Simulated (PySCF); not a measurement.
Te(I)(OH) (HIOTe), SMILES O[Te]I. Geometry optimised at B3LYP-D3(BJ)/def2-SVP. The def2 effective core potentials stand for the cores of I, Te; spin–orbit coupling is left out. The values are those of a single conformer.

Give the equilibrium geometry at B3LYP-D3(BJ)/def2-SVP (PySCF confirms it by a frequency run) as bond lengths and angles. (Estimate from the structure and the level; the computed values follow.)

This is not unique; one that fits is 
Atoms: Te1 I2 O3 H4. Bonded distances (Å): Te1–I2 2.752, Te1–O3 2.001, O3–H4 0.970. Angles (°): I2–Te1–O3 101.0, Te1–O3–H4 107.2.
Charge 0, spin multiplicity 1.
